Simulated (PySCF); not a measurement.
Spectrum to structure. Method used: TDDFT CAM-B3LYP/def2-SVPD, vertical, gas phase, core orbitals frozen in the response (PySCF 2.14.0, density-fitted response routines). Geometries: PBE0-D3(BJ)/def2-SVP, one conformer each.

```tsv
state	E (eV)	λ (nm)	f
S1	6.26	198.0	0.0057
S2	6.86	180.7	0.016
S3	7.31	169.7	0.0023
S4	7.51	165.0	0.0049
S5	7.60	163.1	0.021
S6	7.69	161.2	0.0069
S7	7.81	158.8	0.0009
S8	8.06	153.9	0.054
S9	8.07	153.7	0.0008
S10	8.19	151.3	0.0025
```

Triplets computed (Tamm–Dancoff): 5.94, 6.68, 7.04, 7.20 eV.

Orbital energies (eV): HOMO-3 -10.44, HOMO-2 -9.94, HOMO-1 -9.37, HOMO -8.57, LUMO 1.05, LUMO+1 1.20, LUMO+2 1.79.

**Question.** Which structure fits? All have the formula C3H11NSi2.
A. `C=CC[SiH2][SiH2]N`
B. `CNC1[SiH2]C[SiH2]1`
C. `C[C@@H]1C[SiH2]N[SiH2]1`

**Answer.** C. Its S1, at 6.26 eV, is the highest among the candidates; the nearest of the others has S1 at 5.98 eV. S1 is HOMO→LUMO (94%). Löwdin shares by element: HOMO nitrogen 49%, silicon 22%, hydrogen 7% or more (atoms not listed hold the other 22%); LUMO silicon 40%, hydrogen 15% or more, nitrogen 9% (atoms not listed hold the other 36%). At the same level the other candidates give, for their lowest levels:
- `CNC1[SiH2]C[SiH2]1`: 5.42 eV (f 0.002); 6.27 eV (f 0.010); 6.48 eV (f 0.003); 6.66 eV (f 0.014); 6.71 eV (f 0.003); T1 5.21 eV; HOMO -7.72, LUMO 0.79 eV
- `C=CC[SiH2][SiH2]N`: 5.98 eV (f 0.004); 6.62 eV (f 0.338); 6.77 eV (f 0.261); 6.81 eV (f 0.054); 7.10 eV (f 0.014); T1 4.21 eV; HOMO -8.20, LUMO 0.78 eV
